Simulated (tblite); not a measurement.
C3H11NSi2.
Numbering: `[CH2:1]=[CH:2][CH2:3][Si@H:4]([NH2:5])[SiH3:6]` (hydrogens: H7, H8 on C1; H9 on C2; H10, H11 on C3; H12 on Si4; H13, H14 on N5; H15, H16, H17 on Si6)

Computed with GFN2-xTB (tblite), gas phase: Langevin dynamics at 400 K from the optimised GFN2-xTB geometry, time step 0.5 fs, friction 0.01 fs⁻¹, 2000 steps.

Start geometry:
```
atom  x, y, z in Å
C1      2.615   -0.555    0.175
C2      1.402   -0.862   -0.251
C3      0.576   -0.010   -1.140
Si4    -0.883    0.776   -0.176
N5     -0.133    1.542    1.174
Si6    -2.394   -0.763    0.640
H7      3.167   -1.194    0.843
H8      3.111    0.351   -0.136
H9      0.933   -1.780    0.079
H10     1.192    0.771   -1.587
H11     0.168   -0.611   -1.954
H12    -1.491    1.731   -1.138
H13     0.767    1.982    1.067
H14    -0.688    2.045    1.846
H15    -1.971   -2.157    0.470
H16    -3.688   -0.653   -0.044
H17    -2.689   -0.602    2.068
```

The statistics below take the 31 frames saved every 25 fs from 250 to 1000 fs; their kinetic temperature (all 3N coordinates) averages 411 K.

Question: Give the mean, spread and extremes of the bond lengths.

Answer: 
```tsv
bond	start (Å)	mean (Å)	standard deviation (Å)	shortest (Å)	longest (Å)
C1=C2	1.322	1.323	0.028	1.275	1.365
C2–C3	1.482	1.496	0.031	1.437	1.546
C3–Si4	1.917	1.935	0.053	1.843	2.013
Si4–N5	1.725	1.737	0.035	1.680	1.816
Si4–Si6	2.307	2.332	0.059	2.215	2.468
C1–H7	1.077	1.080	0.023	1.048	1.151
C1–H8	1.079	1.084	0.034	1.011	1.156
C2–H9	1.083	1.091	0.034	1.026	1.164
C3–H10	1.091	1.097	0.041	1.033	1.169
C3–H11	1.091	1.095	0.027	1.050	1.171
Si4–H12	1.485	1.490	0.049	1.406	1.616
N5–H13	1.007	1.015	0.036	0.956	1.090
N5–H14	1.006	1.009	0.037	0.951	1.089
Si6–H15	1.467	1.480	0.047	1.390	1.597
Si6–H16	1.468	1.493	0.068	1.363	1.616
Si6–H17	1.466	1.478	0.043	1.417	1.585
```

Question: Give the same statistics for bond angles, one of each kind among heavy atoms.

Answer: 
```tsv
angle	start (°)	mean (°)	standard deviation (°)	smallest (°)	largest (°)
C1–C2–C3	124.8	124.9	3.9	116.5	133.1
C2–C3–Si4	111.0	112.8	3.8	106.4	121.9
C3–Si4–N5	104.2	107.3	7.7	93.8	121.0
C3–Si4–Si6	113.8	110.5	9.0	96.4	135.5
N5–Si4–Si6	107.7	113.2	8.8	99.4	129.9
```

Question: How far does each atom move about its mean position (frames aligned on the start, all atoms weighted alike), and what rms force does it feel?

Answer: 
```tsv
atom	rms displacement (Å)	rms force (eV/Å)
C1	0.31	2.24
C2	0.19	2.37
C3	0.24	1.91
Si4	0.21	1.56
N5	0.38	2.49
Si6	0.25	1.61
H7	0.51	0.90
H8	0.52	1.23
H9	0.48	1.13
H10	0.39	1.31
H11	0.52	1.04
H12	0.39	0.79
H13	0.50	1.54
H14	0.68	1.52
H15	0.64	0.83
H16	0.59	1.18
H17	0.92	0.75
```

The displacements run from 0.19 to 0.92 Å, the largest at H17.

Question: Follow the torsions C1–C2–C3–Si4 and C2–C3–Si4–N5 through every second one of these frames.

Answer: 
```json
{"t (fs)": "250", "C1–C2–C3–Si4 (°)": "-112", "C2–C3–Si4–N5 (°)": "44"}
{"t (fs)": "300", "C1–C2–C3–Si4 (°)": "-113", "C2–C3–Si4–N5 (°)": "41"}
{"t (fs)": "350", "C1–C2–C3–Si4 (°)": "-119", "C2–C3–Si4–N5 (°)": "31"}
{"t (fs)": "400", "C1–C2–C3–Si4 (°)": "-98", "C2–C3–Si4–N5 (°)": "22"}
{"t (fs)": "450", "C1–C2–C3–Si4 (°)": "-98", "C2–C3–Si4–N5 (°)": "29"}
{"t (fs)": "500", "C1–C2–C3–Si4 (°)": "-119", "C2–C3–Si4–N5 (°)": "28"}
{"t (fs)": "550", "C1–C2–C3–Si4 (°)": "-130", "C2–C3–Si4–N5 (°)": "20"}
{"t (fs)": "600", "C1–C2–C3–Si4 (°)": "-112", "C2–C3–Si4–N5 (°)": "-6"}
{"t (fs)": "650", "C1–C2–C3–Si4 (°)": "-104", "C2–C3–Si4–N5 (°)": "14"}
{"t (fs)": "700", "C1–C2–C3–Si4 (°)": "-122", "C2–C3–Si4–N5 (°)": "32"}
{"t (fs)": "750", "C1–C2–C3–Si4 (°)": "-123", "C2–C3–Si4–N5 (°)": "48"}
{"t (fs)": "800", "C1–C2–C3–Si4 (°)": "-103", "C2–C3–Si4–N5 (°)": "57"}
{"t (fs)": "850", "C1–C2–C3–Si4 (°)": "-81", "C2–C3–Si4–N5 (°)": "49"}
{"t (fs)": "900", "C1–C2–C3–Si4 (°)": "-85", "C2–C3–Si4–N5 (°)": "53"}
{"t (fs)": "950", "C1–C2–C3–Si4 (°)": "-123", "C2–C3–Si4–N5 (°)": "76"}
{"t (fs)": "1000", "C1–C2–C3–Si4 (°)": "-136", "C2–C3–Si4–N5 (°)": "77"}
```

Largest departure from the start value over all these frames: C1–C2–C3–Si4 28° (start -108°), C2–C3–Si4–N5 59° (start 53°).

Question: How widely does the potential energy scatter, against a harmonic estimate?

Answer: Mean 0.78 eV above the start, standard deviation 0.143 eV, range 0.56 to 1.14 eV. For 45 classical harmonic modes at 400 K the canonical values are 45kT/2 = 0.78 eV and kT·√(45/2) = 0.164 eV.

The run is classical and short, so these are rough statistics of one trajectory.

The cost below is that of the whole dynamics run. Hardware: Arm Neoverse V2, one thread, on a shared host. Cost: 11 s of wall time, 0.19 GiB resident at most.
